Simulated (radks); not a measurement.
Values are calculated unless marked as measured or tabulated.
Species: Rh2+. Configuration: [Kr] 4d7. Code: a radial shooting solver on a logarithmic mesh with Libxc functionals. Model: Dirac Kohn-Sham, PBE, spin-unpolarised, spherical densities, finite nucleus; open shells are shared between the two j in proportion to 2j + 1; Fermi nuclear charge, rms radius 4.4945 fm. Some entries of the table are withheld. Estimate them.

orbital,occ.,eigenvalue (eV),r(max) (bohr)
1s1/2,2,-23046.60,0.02117
2s1/2,2,-3358.547,(1)
2p1/2,2,-3111.171,0.09294
2p3/2,4,-2966.554,0.09702
3s1/2,2,-617.5711,0.3516
3p1/2,2,-520.7454,(2)
3p3/2,4,-495.8652,(3)
3d3/2,4,-324.4616,0.2898
3d5/2,6,-319.5548,0.2926
4s1/2,2,-103.3998,0.8813
4p1/2,2,(4),(5)
4p3/2,4,(6),(7)
4d3/2,2.8,-26.0067,(8)
4d5/2,4.2,-25.5612,(9)

Answer. 
(1) 2s1/2 r(max) (bohr): 0.1199
(2) 3p1/2 r(max) (bohr): 0.3383
(3) 3p3/2 r(max) (bohr): 0.3479
(4) 4p1/2 eigenvalue (eV): -73.9201
(5) 4p1/2 r(max) (bohr): 0.9269
(6) 4p3/2 eigenvalue (eV): -69.9825
(7) 4p3/2 r(max) (bohr): 0.9514
(8) 4d3/2 r(max) (bohr): 1.123
(9) 4d5/2 r(max) (bohr): 1.134
